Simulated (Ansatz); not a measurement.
Reaction (ligand exchange at the Al–N bond): `[NH2][Al]([NH2])[OH]` + H–F → `[NH2][Al]([OH])[F]` + NH₃

Program: Ansatz. Geometries: PBE0-D4/def2-TZVP. ΔE: electronic, gas phase. CCSD(T)/CBS adds triple-zeta CCSD(T) − MP2 to the extrapolated MP2 energy (def2 sets, frozen cores). This one scheme is used for every species. DFT in def2-TZVPP. HSE06 is defined as in plane-wave codes. One conformer a species, not always the lowest.

Is it downhill or uphill in electronic energy at CCSD(T)/CBS, and by how much? (Best estimate.)

The calculation gave: Downhill: ΔE = -99.3 kJ/mol.

What do these levels give: r2SCAN0-D4, HSE06-D4, CAM-B3LYP-D4, revPBE, r2SCAN, r2SCAN0, BHLYP, LC-ωPBE, HF/def2-SVP, CCSD(T)/def2-SVP, HF/def2-TZVPP, CCSD/def2-TZVPP? (An estimate is asked.)

Computed: r2SCAN0-D4 -102.1, HSE06-D4 -97.7, CAM-B3LYP-D4 -104.0, revPBE -103.8, r2SCAN -105.1, r2SCAN0 -103.0, BHLYP -107.5, LC-ωPBE -101.6, HF/def2-SVP -111.7, CCSD(T)/def2-SVP -110.2, HF/def2-TZVPP -110.2, CCSD/def2-TZVPP -102.2 kJ/mol.

Largest T1 diagnostic among the species: 0.012.

At CCSD(T), def2-SVP lies −10.9 kJ/mol from the extrapolated value and def2-TZVPP −1.7 kJ/mol. The D4 term adds +4.3 kJ/mol with B3LYP and +2.4 kJ/mol with PBE0; it sums over pairs of atoms, weighted by their polarisabilities, and B3LYP, whose exchange is more repulsive, gets the larger term.

B3LYP here is the variant with VWN-RPA as its local correlation; programs differ in this.
